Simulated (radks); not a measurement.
Species: Ni4+. Configuration: [Ar] 3d6 (the NIST ground configuration). Method: non-relativistic Kohn-Sham, revPBE, spin-polarised, spherical densities, point nucleus; open shells are filled with parallel spins first; computed with a radial shooting solver on a logarithmic mesh with Libxc functionals.

Radial electron density D(r) = 4 pi r^2 rho(r):

```
   r/bohr * D(r) (the largest magnitude, 38.1, reaches the edge; | marks zero)
 0.002272 |*
 0.002541 | *
 0.002865 | *
  0.00323 | *
 0.003642 |  *
 0.004107 |   *
 0.004593 |   *
 0.005179 |    *
 0.005839 |      *
 0.006584 |       *
 0.007423 |         *
  0.00837 |           *
 0.009362 |             *
  0.01056 |                *
   0.0119 |                   *
  0.01342 |                      *
  0.01513 |                          *
  0.01692 |                             *
  0.01908 |                                 *
  0.02151 |                                     *
  0.02426 |                                        *
  0.02735 |                                           *
  0.03059 |                                              *
  0.03449 |                                               *
  0.03889 |                                                *
  0.04384 |                                               *
  0.04943 |                                              *
  0.05529 |                                           *
  0.06234 |                                         *
  0.07029 |                                       *
  0.07925 |                                      *
  0.08936 |                                      *
   0.1007 |                                        *
   0.1127 |                                           *
   0.1271 |                                               *
   0.1433 |                                                   *
   0.1615 |                                                      *
   0.1821 |                                                      *
   0.2037 |                                                    *
   0.2297 |                                              *
    0.259 |                                       *
    0.292 |                                *
   0.3292 |                          *
   0.3682 |                      *
   0.4151 |                      *
   0.4681 |                        *
   0.5278 |                          *
    0.595 |                            *
   0.6656 |                           *
   0.7504 |                         *
   0.8461 |                     *
    0.954 |                *
    1.076 |           *
    1.213 |       *
    1.356 |    *
    1.529 |  *
    1.724 |*
    1.944 |*
    2.192 *
    2.452 *
    2.765 *
    3.117 *
```

D(r) has 3 maxima, at r = 0.0386, 0.174, 0.619 bohr, and minima at 0.0825, 0.399 bohr, inside which lie 2.11, 10.77 electrons.
